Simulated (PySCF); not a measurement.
# Exercise with solution: oscillator strength and radiative lifetime

H2ISi, SMILES I[SiH2] (connectivity only; charge and spin as stated), charge +1, multiplicity 1.

The structure is a stationary point at B3LYP-D3(BJ)/def2-TZVP. The multiplicity is an assumed one; other spin states were not compared. The isomer is the one that the SMILES or the coordinates give; other isomers of the formula were not compared. The def2 effective core potentials stand for the cores of I; spin–orbit coupling is left out.

TDA-LC-ωPBE/def2-TZVPD (PySCF) puts the first singlet state with f over 0.02 at 4.99 eV (vertical), with the transition dipole (0.000, 0.000, -0.943) in atomic units.

Task: Find the oscillator strength, the wavelength and the radiative lifetime that this transition would have in vacuum if emission retraced absorption.

Result: 
|μ|² = 0.8892 au, so |μ| = 2.40 D. ΔE = 4.99/27.211 = 0.1834 hartree. f = (2/3) ΔE |μ|² = 0.109 (the program prints 0.109).
λ = 1239.84/4.99 = 248 nm; ν = 40247 cm⁻¹.
Einstein's coefficient A = 0.6670 ν² f s⁻¹ (ν in cm⁻¹) = 1.2e8 s⁻¹, so τ = 1/A = 8.5 ns. This state is S2; the lower singlet has f = 0.000. The figure is the radiative limit of this one transition; relaxation, internal conversion, crossing to triplets and a medium change what is measured.
